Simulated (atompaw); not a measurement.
# An all-electron radial function and its pseudo partner (Ge (Z = 32))

Columns: radius, all-electron u(r) and pseudo u(r) of the 3p shell (level -115.39 eV) of germanium in the configuration [Ne] 3s2 3p6 3d10 4s2 4p2; LDA (PW92), scalar-relativistic, PAW (atompaw) scheme, atompaw 4.2.0.5.

```json
{"r (bohr)": "0.067", "all-electron": "-0.5626", "pseudo": "0.0346"}
{"r (bohr)": "0.135", "all-electron": "-0.6706", "pseudo": "0.1360"}
{"r (bohr)": "0.202", "all-electron": "-0.2424", "pseudo": "0.2881"}
{"r (bohr)": "0.269", "all-electron": "0.3204", "pseudo": "0.4727"}
{"r (bohr)": "0.337", "all-electron": "0.8031", "pseudo": "0.6699"}
{"r (bohr)": "0.404", "all-electron": "1.1213", "pseudo": "0.8507"}
{"r (bohr)": "0.471", "all-electron": "1.2896", "pseudo": "0.9981"}
{"r (bohr)": "0.538", "all-electron": "1.3413", "pseudo": "1.0982"}
{"r (bohr)": "0.606", "all-electron": "1.3120", "pseudo": "1.1444"}
{"r (bohr)": "0.673", "all-electron": "1.2334", "pseudo": "1.1363"}
{"r (bohr)": "0.740", "all-electron": "1.1280", "pseudo": "1.0827"}
{"r (bohr)": "0.808", "all-electron": "1.0097", "pseudo": "0.9946"}
{"r (bohr)": "0.875", "all-electron": "0.8919", "pseudo": "0.8894"}
{"r (bohr)": "0.942", "all-electron": "0.7790", "pseudo": "0.7793"}
{"r (bohr)": "1.010", "all-electron": "0.6729", "pseudo": "0.6730"}
{"r (bohr)": "1.077", "all-electron": "0.5784", "pseudo": "0.5784"}
{"r (bohr)": "1.144", "all-electron": "0.4944", "pseudo": "0.4944"}
{"r (bohr)": "1.212", "all-electron": "0.4196", "pseudo": "0.4196"}
{"r (bohr)": "1.279", "all-electron": "0.3556", "pseudo": "0.3556"}
{"r (bohr)": "1.346", "all-electron": "0.3003", "pseudo": "0.3003"}
{"r (bohr)": "1.413", "all-electron": "0.2530", "pseudo": "0.2530"}
{"r (bohr)": "1.481", "all-electron": "0.2121", "pseudo": "0.2121"}
{"r (bohr)": "1.548", "all-electron": "0.1779", "pseudo": "0.1779"}
{"r (bohr)": "1.615", "all-electron": "0.1489", "pseudo": "0.1489"}
{"r (bohr)": "1.683", "all-electron": "0.1242", "pseudo": "0.1242"}
{"r (bohr)": "1.750", "all-electron": "0.1037", "pseudo": "0.1037"}
```

Problem. How many radial nodes do the two functions have?

Solution. The all-electron 3p function has n − l − 1 = 1; the pseudo-wave has 0, since the states of the same l below it are removed with the core.

Problem. At about which radius was the pseudo-wave matched?

Solution. 1.05 bohr. The columns agree to 0.0005 from 0.94 bohr on; several derivatives are matched, so the curves merge somewhat inside the radius.

Problem. Where does each function peak?

Solution. Outermost all-electron maximum near 0.54 bohr, pseudo maximum near 0.61 bohr (to the table’s step).

Problem. Is the pseudo-wave norm-conserving?

Solution. No, it belongs to a PAW set: the norm inside the radius is not constrained, and the difference is carried by the augmentation charge.
